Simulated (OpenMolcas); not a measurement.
# neutral nitrogen: from RASSCF to RASPT2

```yaml
Program: OpenMolcas
Basis: ANO-RCC-VQZP [5s4p3d2f1g]
Scalar_Hamiltonian: DKH2, point nucleus
Active_space: 5 electrons in 9 orbitals (RAS2 2s 2p; RAS3 3d, at most 2 electrons)
State_averaging: 2S+1 = 4 odd, 1 root; 2S+1 = 2 odd, 8 roots; 2S+1 = 4 even, 3 roots; 2S+1 = 2 even, 5 roots (0 in the spin-orbit step)
Spin-orbit_coupling: RASSI with atomic mean-field integrals over the reference wave functions, term energies averaged over their components
```

Methods on the same reference wave functions:
A. RASSCF
B. SS-RASPT2, IPEA 0.25 Eh, imaginary shift 0.1 Eh (closed shells correlated: 1s)

Energies in cm-1 above 2s2 2p3 4S* 3/2, the measured ground level; measured values from NIST Handbook of Basic Atomic Spectroscopic Data.

```tsv
Level	A	B	Measured
2s2 2p3 4S* 3/2	0.0	0.0	0.0
2s2 2p3 2D* 3/2	22544	19420	19233
2s2 2p3 2D* 5/2	22544	19420	19224
2s2 2p3 2P* 3/2	33457	29281	28839
2s2 2p3 2P* 1/2	33459	29284	28839
2s 2p4 4P 5/2	91042	88151	88107
2s 2p4 4P 3/2	91101	88210	88151
2s 2p4 4P 1/2	91137	88246	88171
```

Deviations, from unrounded energies. A percentage is the sum of absolute deviations over the sum of measured energies, with the sign that they share, or ± where signs differ.

```tsv
Against measurement	Levels	A	B
mean absolute deviation (cm-1)	7	3500	210
other terms of the ground configuration (%)	4	+16.5	+1.3
other configurations (%)	3	+3.3	+0.1
```

B lies closest to measurement on these levels. The largest miss of B in the table is 2s2 2p3 2P* 1/2, by +440 cm-1. The ranking rests on the paired levels alone, and a cruder setting can come out closer through cancelling errors.

From A to B the spin-free energies of the other terms of 2s2 2p3 shown, above 4S*, scale by factors of 0.86 to 0.88.

The lowest spin-free term lies below A's lowest term by 0.073 hartree in B.

Active for correlation alone: 3d; no level in the range computed is led by a configuration that fills it, so any true level of that kind is missing. Without dynamic correlation excited terms often stand tens of per cent too high (terms of higher spin than the ground term too low), and those without a measured partner can miss by more than the paired ones (holds for A). Computed and measured levels are paired by configuration, term and J; levels that our copy of the source lacks, or whose pairing is in doubt (as where it misses far off the trend of its configuration), stay unpaired and out of the deviations. Levels of configurations outside the active space are missing.

* marks odd parity.
